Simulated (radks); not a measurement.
Species: Gd18+. Configuration: [Kr] 4d10. All-electron calculation, scalar-relativistic Kohn-Sham, PBE, spin-polarised, spherical densities, finite nucleus; Fermi nuclear charge, rms radius 5.1569 fm. Program: a radial shooting solver on a logarithmic mesh with Libxc functionals.

Unscreened Slater integrals over Kohn-Sham orbitals (hartree). They are taken over the spin-up orbitals.

| integral | value |
|---|---|
| F0(4d,4d) | 1.5392 |
| F2(4d,4d) | 0.78973 |
| F4(4d,4d) | 0.53397 |
| F0(4d,4p) | 1.5702 |
| F2(4d,4p) | 0.81178 |
| G1(4d,4p) | 1.0255 |
| G3(4d,4p) | 0.64923 |
| F0(4d,4s) | 1.6018 |
| G2(4d,4s) | 0.80461 |
| F0(4d,3d) | 2.0037 |
| F2(4d,3d) | 0.52786 |
| F4(4d,3d) | 0.25507 |
| G0(4d,3d) | 0.16761 |
| G2(4d,3d) | 0.20719 |
| G4(4d,3d) | 0.16152 |
| F0(4p,4p) | 1.6056 |
| F2(4p,4p) | 0.84425 |
| F0(4p,4s) | 1.6391 |
| G1(4p,4s) | 1.1160 |
| F0(4p,3d) | 2.0541 |
| F2(4p,3d) | 0.54541 |
| G1(4p,3d) | 0.17419 |
| G3(4p,3d) | 0.17378 |
| F0(4s,4s) | 1.6757 |
| F0(4s,3d) | 2.1202 |
| G2(4s,3d) | 0.18424 |
| F0(3d,3d) | 4.1062 |
| F2(3d,3d) | 2.0815 |
| F4(3d,3d) | 1.3365 |
